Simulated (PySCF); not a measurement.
Geometries of 2 isomers of CH8OSeSi2, from PBE0-D3(BJ)/def2-SVP geometry optimisation, gas phase (PySCF). One conformer each, no zero-point energy, no frequencies.

Problem. Which is lower in electronic energy at this level?
A.
```xyz
13
angstrom
O      2.777   -0.721    1.120
Si     1.442    0.248    0.864
C      0.882   -0.048   -0.897
Se    -0.665    1.102   -1.310
Si    -2.278   -0.045   -0.169
H      3.189   -0.687    1.988
H      0.330   -0.114    1.799
H      1.769    1.695    1.042
H      0.626   -1.098   -1.101
H      1.662    0.249   -1.614
H     -2.059   -1.512   -0.360
H     -3.571    0.375   -0.782
H     -2.318    0.250    1.293
```
B.
```xyz
13
angstrom
C     -1.694    0.811    0.164
O     -0.498    0.249   -0.306
Si    -0.304   -0.651   -1.693
Se     1.895   -1.225   -1.675
Si     2.369   -0.076    0.255
H     -2.075    1.592   -0.517
H     -1.500    1.274    1.143
H     -2.484    0.049    0.296
H     -0.646    0.155   -2.905
H     -1.180   -1.862   -1.666
H      2.141    1.389    0.116
H      1.642   -0.622    1.434
H      3.831   -0.328    0.424
```

Solution. B. That is `CO[SiH2][Se][SiH3]`, 8.3 kcal/mol below the other.

```csv
SMILES,atoms numbered as above,E (Eh),relative (kcal/mol),relative (kJ/mol),dipole (D)
CO[SiH2][Se][SiH3],[CH3:1][O:2][SiH2:3][Se:4][SiH3:5],-3097.53333,0.0,0.0,2.54
O[SiH2]C[Se][SiH3],[OH:1][SiH2:2][CH2:3][Se:4][SiH3:5],-3097.52011,8.3,34.7,1.60
```

As drawn, the higher has an O–H bond and an Si–C bond, which the lower lacks.
